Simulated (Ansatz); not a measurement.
# Molecular dynamics of C2H7ClO2Si

The input (input.yaml):

```yaml
crystal:
  periodic: [false, false, false]
  atoms:
    - { symbol: Si, position_ang: [-0.039696, -0.227507, -0.489518] }
    - { symbol: Cl, position_ang: [-0.153734, -0.411802, 1.66803] }
    - { symbol: O, position_ang: [1.58261, -0.14146, -1.072848] }
    - { symbol: C, position_ang: [2.348466, -1.313287, -0.632396] }
    - { symbol: H, position_ang: [1.758297, -2.285347, -0.624211] }
    - { symbol: H, position_ang: [3.23941, -1.4936, -1.314224] }
    - { symbol: H, position_ang: [2.759858, -1.129214, 0.39567] }
    - { symbol: O, position_ang: [-0.56785, 1.321365, -0.959036] }
    - { symbol: C, position_ang: [-2.02592, 1.488988, -0.591576] }
    - { symbol: H, position_ang: [-2.242283, 1.229117, 0.477039] }
    - { symbol: H, position_ang: [-2.1272, 2.591573, -0.696181] }
    - { symbol: H, position_ang: [-2.845582, 1.002759, -1.221229] }
    - { symbol: H, position_ang: [-0.776718, -1.35773, -0.986149] }
basis:
  gaussian: { orbitals: STO-3G }
hamiltonian:
  xc: pbe
  dispersion: d4
md:
  timestep: 0.5
  n_steps: 166
  ensemble: nve
  temperature: 500.0
  initial_velocities: maxwell_boltzmann
  seed: 25512
```

Run as:

```bash
$ ansatz run input.yaml --threads 1 --pin off --max-ram 2048MiB --backend cpu --events-out ev --progress --plain --runs-dir out
```

It goes on from the last frame of an earlier run, with new velocities.

Output, in part (step lines, the closing report, with atoms numbered from 0):

```
md step     0: t =     0.00 fs  T =   500.0 K  F+E_penalty+E_count = -26357.42833977 eV  E_kin = 0.710930 eV  conserved = -26356.71740978 eV  (25 SCF iters)
[... lines left out ...]
Total energy: -26357.24363698 eV, -968.6108380775 hartree
Atom 0 at    -0.130782    -0.178667    -0.340088 Å, force     0.932290     0.544263    -1.914027 eV/Å
Atom 1 at    -0.058245    -0.520666     1.708686 Å, force     0.046682    -0.138959     1.118418 eV/Å
Atom 2 at     1.440192    -0.263061    -1.094775 Å, force    -0.503819     0.584715    -0.089936 eV/Å
Atom 3 at     2.437730    -1.248860    -0.705664 Å, force     0.900030    -1.067465     0.357958 eV/Å
Atom 4 at     2.103306    -2.335347    -0.849196 Å, force     0.111899     0.771964     0.225866 eV/Å
Atom 5 at     3.374601    -1.135242    -1.371383 Å, force    -1.252928     0.223170     0.550058 eV/Å
Atom 6 at     2.818305    -1.141319     0.369149 Å, force    -0.487368    -0.072068    -0.692096 eV/Å
Atom 7 at    -0.553374     1.462187    -0.816905 Å, force    -0.027469    -1.621450     0.223575 eV/Å
Atom 8 at    -2.023531     1.553736    -0.987586 Å, force     0.000371     0.002507    -0.874813 eV/Å
Atom 9 at    -2.530611     1.766962    -0.049289 Å, force    -0.436103     0.341630     1.162315 eV/Å
Atom 10 at    -2.130944     2.442097    -1.635073 Å, force    -0.412726     0.255696    -0.232367 eV/Å
Atom 11 at    -2.636706     0.712849    -1.450690 Å, force     1.037222     0.187009     0.046809 eV/Å
Atom 12 at    -1.113923    -1.128899    -0.892161 Å, force     0.091918    -0.011011     0.118241 eV/Å
Dipole moment:    -0.162455    -0.157583    -0.386102 e Å
```

The steps, from the saved trajectory:

```json
{"time (fs)": "0.0", "T (K)": "500", "potential energy less start (eV)": "0.000", "conserved less start (meV/atom)": "0.00"}
{"time (fs)": "2.5", "T (K)": "361", "potential energy less start (eV)": "0.199", "conserved less start (meV/atom)": "0.13"}
{"time (fs)": "5.0", "T (K)": "310", "potential energy less start (eV)": "0.271", "conserved less start (meV/atom)": "0.07"}
{"time (fs)": "7.5", "T (K)": "335", "potential energy less start (eV)": "0.237", "conserved less start (meV/atom)": "0.13"}
{"time (fs)": "10.0", "T (K)": "453", "potential energy less start (eV)": "0.067", "conserved less start (meV/atom)": "0.00"}
{"time (fs)": "12.5", "T (K)": "384", "potential energy less start (eV)": "0.166", "conserved less start (meV/atom)": "0.08"}
{"time (fs)": "15.0", "T (K)": "304", "potential energy less start (eV)": "0.280", "conserved less start (meV/atom)": "0.05"}
{"time (fs)": "17.5", "T (K)": "222", "potential energy less start (eV)": "0.396", "conserved less start (meV/atom)": "0.14"}
{"time (fs)": "20.0", "T (K)": "310", "potential energy less start (eV)": "0.271", "conserved less start (meV/atom)": "0.07"}
{"time (fs)": "22.5", "T (K)": "401", "potential energy less start (eV)": "0.142", "conserved less start (meV/atom)": "0.02"}
{"time (fs)": "25.0", "T (K)": "355", "potential energy less start (eV)": "0.207", "conserved less start (meV/atom)": "0.08"}
{"time (fs)": "27.5", "T (K)": "293", "potential energy less start (eV)": "0.295", "conserved less start (meV/atom)": "0.07"}
{"time (fs)": "30.0", "T (K)": "235", "potential energy less start (eV)": "0.378", "conserved less start (meV/atom)": "0.09"}
{"time (fs)": "32.5", "T (K)": "237", "potential energy less start (eV)": "0.375", "conserved less start (meV/atom)": "0.08"}
{"time (fs)": "35.0", "T (K)": "285", "potential energy less start (eV)": "0.307", "conserved less start (meV/atom)": "0.11"}
{"time (fs)": "37.5", "T (K)": "400", "potential energy less start (eV)": "0.142", "conserved less start (meV/atom)": "0.04"}
{"time (fs)": "40.0", "T (K)": "435", "potential energy less start (eV)": "0.093", "conserved less start (meV/atom)": "0.07"}
{"time (fs)": "42.5", "T (K)": "406", "potential energy less start (eV)": "0.134", "conserved less start (meV/atom)": "0.03"}
{"time (fs)": "45.0", "T (K)": "260", "potential energy less start (eV)": "0.344", "conserved less start (meV/atom)": "0.14"}
{"time (fs)": "47.5", "T (K)": "254", "potential energy less start (eV)": "0.351", "conserved less start (meV/atom)": "0.09"}
{"time (fs)": "50.0", "T (K)": "347", "potential energy less start (eV)": "0.218", "conserved less start (meV/atom)": "0.08"}
{"time (fs)": "52.5", "T (K)": "428", "potential energy less start (eV)": "0.103", "conserved less start (meV/atom)": "0.03"}
{"time (fs)": "55.0", "T (K)": "349", "potential energy less start (eV)": "0.215", "conserved less start (meV/atom)": "0.06"}
{"time (fs)": "57.5", "T (K)": "215", "potential energy less start (eV)": "0.406", "conserved less start (meV/atom)": "0.10"}
{"time (fs)": "60.0", "T (K)": "182", "potential energy less start (eV)": "0.454", "conserved less start (meV/atom)": "0.12"}
{"time (fs)": "62.5", "T (K)": "282", "potential energy less start (eV)": "0.311", "conserved less start (meV/atom)": "0.07"}
{"time (fs)": "65.0", "T (K)": "344", "potential energy less start (eV)": "0.222", "conserved less start (meV/atom)": "0.04"}
{"time (fs)": "67.5", "T (K)": "324", "potential energy less start (eV)": "0.252", "conserved less start (meV/atom)": "0.09"}
{"time (fs)": "70.0", "T (K)": "307", "potential energy less start (eV)": "0.275", "conserved less start (meV/atom)": "0.03"}
{"time (fs)": "72.5", "T (K)": "195", "potential energy less start (eV)": "0.436", "conserved less start (meV/atom)": "0.14"}
{"time (fs)": "75.0", "T (K)": "221", "potential energy less start (eV)": "0.398", "conserved less start (meV/atom)": "0.05"}
{"time (fs)": "77.5", "T (K)": "248", "potential energy less start (eV)": "0.361", "conserved less start (meV/atom)": "0.13"}
{"time (fs)": "80.0", "T (K)": "372", "potential energy less start (eV)": "0.183", "conserved less start (meV/atom)": "0.03"}
{"time (fs)": "82.5", "T (K)": "375", "potential energy less start (eV)": "0.178", "conserved less start (meV/atom)": "0.08"}
```

All steps were run. The conserved energy stayed within 0.16 meV per atom of its start (net change 0.081 meV per atom), so the integration is sound. A run of 0.083 ps of so small a system gives no equilibrium averages. Limits of this set-up: minimal basis.

The same pairs are bonded in the first frame and the last. Pairs count as bonded within 1.25 times the sum of covalent radii (0.12 Å more for H–H).

Last frame:

```xyz
13
Properties=species:S:1:pos:R:3
Si -0.131 -0.179 -0.340
Cl -0.058 -0.521 1.709
O 1.440 -0.263 -1.095
C 2.438 -1.249 -0.706
H 2.103 -2.335 -0.849
H 3.375 -1.135 -1.371
H 2.818 -1.141 0.369
O -0.553 1.462 -0.817
C -2.023 1.554 -0.988
H -2.531 1.767 -0.049
H -2.131 2.442 -1.635
H -2.637 0.713 -1.451
H -1.114 -1.129 -0.892
```

Time of the run: 3.9 min on 1 thread of AMD EPYC 9R45 96-Core Processor (Zen 5), with other jobs on the host, peak memory 0.12 GiB.
